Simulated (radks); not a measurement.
The numbers below are computed, except where a source is named.
Species: Re4+. Configuration: [Xe] 4f14 5d3. Code: a radial shooting solver on a logarithmic mesh with Libxc functionals. Model: scalar-relativistic Kohn-Sham, PBE, spin-polarised, spherical densities, finite nucleus; open shells are filled with parallel spins first (spin-orbit coupling, left out, can overturn this in heavy ions); Fermi nuclear charge, rms radius 5.3698 fm. Some entries of the table are withheld. Estimate them.

| orbital | occ. | eigenvalue (hartree) | r(max) (bohr) | <r> (bohr) |
|---|---|---|---|---|
| 1s down | 1 | -2634.246 | 0.01124 | 0.01804 |
| 1s up | 1 | -2634.246 | 0.01124 | 0.01804 |
| 2s up | 1 | -458.1270 | 0.06453 | 0.07623 |
| 2s down | 1 | -458.1199 | 0.06453 | 0.07623 |
| 2p up | 3 | -400.1116 | 0.05303 | 0.06834 |
| 2p down | 3 | -400.1060 | 0.05303 | 0.06834 |
| 3s up | 1 | -107.3299 | 0.1820 | 0.1974 |
| 3s down | 1 | -107.3278 | 0.1820 | 0.1974 |
| 3p up | 3 | -90.21465 | 0.1803 | 0.1979 |
| 3p down | 3 | -90.21228 | 0.1803 | 0.1979 |
| 3d up | 5 | -70.78646 | 0.1469 | 0.1792 |
| 3d down | 5 | -70.78175 | 0.1469 | 0.1792 |
| 4s up | 1 | -23.70068 | 0.4126 | 0.4406 |
| 4s down | 1 | -23.69437 | 0.4126 | 0.4406 |
| 4p up | 3 | -18.08465 | 0.4330 | 0.4686 |
| 4p down | 3 | -18.07881 | 0.4330 | 0.4685 |
| 4d up | 5 | -11.03104 | 0.4432 | 0.5000 |
| 4d down | 5 | -11.02409 | 0.4433 | 0.4998 |
| 5s up | 1 | -4.78400 | 0.9377 | 1.031 |
| 5s down | 1 | -4.72118 | 0.9339 | 1.025 |
| 5p up | 3 | (1) | 1.058 | (2) |
| 5p down | 3 | (3) | 1.051 | (4) |
| 4f up | 7 | -3.20275 | (5) | 0.5799 |
| 4f down | 7 | -3.18891 | (6) | 0.5765 |
| 5d up | 3 | -1.72590 | 1.348 | 1.593 |
| 5d down | 0 | -1.62824 | 1.338 | 1.597 |

Answer. 
(1) 5p up eigenvalue (hartree): -3.36603
(2) 5p up <r> (bohr): 1.188
(3) 5p down eigenvalue (hartree): -3.28467
(4) 5p down <r> (bohr): 1.180
(5) 4f up r(max) (bohr): 0.4168
(6) 4f down r(max) (bohr): 0.4167
